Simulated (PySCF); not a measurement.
SSi, neutral, multiplicity 1. Atoms are numbered in the order given.

```xyz
2

Si     0.0000     0.0000    -1.0408
S      0.0000     0.0000     0.9107
```

Geometry: PBE-D3(BJ)/def2-TZVPD.

Computed with CAM-B3LYP/def2-TZVPD in PySCF.

Isolated molecule, no solvent.

Computed frontier levels, gap, dipole moment and polarisability:
The highest occupied level is -9.36 eV, the lowest empty level is -1.35 eV and the orbital gap is 8.00 eV. The dipole moment is 2.03 D, the quadrupole, principal values (traceless, Buckingham form, about the centre of nuclear charge) comes out as -0.29, 0.14, 0.14 D·Å and the mean static polarisability comes out as 49.9 bohr³ (7.40 Å³). The polarisability, principal values comes out as 41.6, 41.6, 66.6 bohr³.
